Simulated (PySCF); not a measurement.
Gas-phase XPS of tetramethylcyclopentadiene, computed

Compound: tetramethylcyclopentadiene, C₉H₁₄.
Bonds: C1–C2, C2–C3 (double), C3–C4, C3–C5, C5–C6, C5–C7 (double), C7–C8, C7–C9, C2–C9. Hydrogens: H10, H11, H12 on C1; H13, H14, H15 on C4; H16, H17, H18 on C6; H19, H20, H21 on C8; H22, H23 on C9.

Level of theory: PySCF, delta-SCF UKS SCAN, pcX-2 on the ionised atom, pcseg-1 elsewhere, spin-free X2C. Vertical ΔSCF values, vacuum level as zero.

Problem. What binding energy does each computed site have?

Solution. 
```csv
atom(s),bonded to,level,binding energy (eV),above the level's lowest (eV),count
C4/C6,C and 3 H,C 1s,290.43,+1.20,2
C1/C8,C and 3 H,C 1s,290.42,+1.19,2
C9,2 C and 2 H,C 1s,290.23,+1.00,1
C3/C5,C (double bond) and 2 C,C 1s,289.54,+0.31,2
C2/C7,C (double bond) and 2 C,C 1s,289.23,0.00,2
```

Lowest listed C 1s: C2/C7, bonded to C (double bond) and 2 C. Highest, 1.20 eV above it: C4/C6, bonded to C and 3 H. Summing the Pauling electronegativity differences to the bonded atoms, each weighted by its formal bond order, gives 0.00 for the lowest site and -1.05 for the highest; the largest sum, 0.00, belongs to C3/C5, 0.89 eV below the top. The smallest sum, -1.05, belongs to C1/C8, 1.19 eV above the lowest. The values 290.42 and 290.43 eV lie too close for their order to be trusted.

Problem. Which photon energy gives electrons from C 1s of C4/C6 a kinetic energy of 100 eV, and what is their de Broglie wavelength?

Solution. hν = 290.43 + 100 = 390.43 eV, recoil neglected; λ = 12.264 Å/√(E/eV) = 1.23 Å.

Problem. Give the binding energy of C 1s of C4/C6 in hartree and in kJ/mol.

Solution. 290.43 eV = 10.6731 Eh = 28022 kJ/mol.

The first atom of each set that the bonding makes equivalent was ionised and stands for the set. The unrestricted hole states depart most from a pure doublet (⟨S²⟩ = 0.75; over 0.85 named) for C 1s of C3/C5 (0.86), which makes this value less certain. Isolated species at its PBE0-D3(BJ)/def2-SVP geometry, gas phase.
